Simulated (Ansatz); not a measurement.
Born–Oppenheimer molecular dynamics of BrGaH4 (6 atoms, charge 0, multiplicity 1). It starts at the highest image of a converged band, a first-order saddle point between two minima.

Computed with Ansatz 0.2.0, RKS PBE0/def2-TZVP.

```
ensemble                      : NVE (velocity Verlet)
time step                     : 0.5 fs
steps asked                   : 200
starting velocities drawn for : 100 K
seed                          : 6980
```

First frame:

```xyz
6
Properties=species:S:1:pos:R:3
Ga 0.008 -0.049 0.021
H 0.013 0.113 1.667
H 1.416 0.115 -0.612
H -1.415 0.038 -0.595
Br 0.085 -2.603 1.058
H 0.048 -1.158 1.677
```

What does the run give?

The run went to its last step.

```yaml
steps_done: 200
time_covered: 100 fs
mean_temperature_over_the_second_half: 235 K
spread_of_the_potential_energy_over_the_second_half: 6.5 meV per atom
mean_potential_energy_of_the_second_half_above_the_start: -11.6 meV per atom
```

The conserved energy stayed within 0.036 meV per atom of its start (net change 0.021 meV per atom), so the integration is sound. The kinetic energy rose, since the run started high on the potential surface and went downhill. A run of 0.1 ps of so small a system gives no equilibrium averages. The orbitals stay closed-shell, which can raise the energy where a bond breaks towards radicals; this wasn't checked here.

What happens to the structure?

Between its relaxed ends the band would form H2–H6 and break Ga1–H2, Br5–H6. These pairs go: H2–H6 1.27 → 4.18 Å, Ga1–H2 1.65 → 1.53 Å, Br5–H6 1.57 → 1.45 Å. In the last frame they stand as before the step (other bonds may differ from the relaxed reactants and products). It ends as one piece, BrGaH4. Pairs count as bonded within 1.25 times the sum of covalent radii (0.12 Å more for H–H). The details hang on the random start.

How do temperature and energy run in time?


```csv
time (fs),T (K),potential energy less start (eV),conserved less start (meV/atom)
0,100,0.000,0.00
3,56,0.023,0.02
6,34,0.034,0.02
9,58,0.022,0.01
12,50,0.026,0.02
15,43,0.030,0.02
18,47,0.027,0.02
21,71,0.015,0.01
24,83,0.009,0.00
27,51,0.025,0.03
30,73,0.014,0.01
33,95,0.002,0.01
36,83,0.009,0.02
39,101,-0.001,0.01
42,123,-0.012,0.01
45,131,-0.016,0.00
48,129,-0.015,0.03
51,204,-0.054,-0.01
54,207,-0.055,0.03
57,259,-0.082,0.01
60,302,-0.105,0.00
63,297,-0.102,0.02
66,333,-0.120,0.01
69,346,-0.127,0.00
72,300,-0.103,0.02
75,293,-0.100,0.01
78,301,-0.104,-0.01
81,231,-0.068,0.03
84,232,-0.068,-0.01
87,167,-0.034,0.02
90,137,-0.019,0.01
93,129,-0.015,0.02
96,130,-0.015,0.00
99,108,-0.004,0.03
```

The run took 3.6 min on 4 threads of Arm Neoverse V2, on a shared host, peak memory 0.27 GiB.
